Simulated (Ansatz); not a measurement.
Isolated molecules relaxed with PBE0-D4/def2-TZVP in Ansatz; ΔE leaves out vibrations. CCSD(T)/CBS is the MP2 limit (def2-TZVPP, def2-QZVPP) plus CCSD(T) − MP2 in def2-TZVPP, frozen cores. Functionals use def2-TZVPP. One conformer a species, not always the lowest.

Consider the redistribution: `B[SiH2]OC` + `F[SiH2]O[SiH2]Cl` → `B[SiH2]O[SiH2]F` + `CO[SiH2]Cl`.

```json
{"species": "`B[SiH2]OC`", "ωB97M-V energy (Eh)": "-431.83486"}
{"species": "`F[SiH2]O[SiH2]Cl`", "ωB97M-V energy (Eh)": "-1216.87343"}
{"species": "`B[SiH2]O[SiH2]F`", "ωB97M-V energy (Eh)": "-782.61698"}
{"species": "`CO[SiH2]Cl`", "ωB97M-V energy (Eh)": "-866.09246"}
```

Work out ΔE.

ΔE = (-782.61698) + (-866.09246) − (-431.83486) − (-1216.87343) = -0.00115 Eh = -0.7 kcal/mol. CCSD(T)/CBS gives -0.7 kcal/mol.

Largest T1 diagnostic among the species: 0.012.
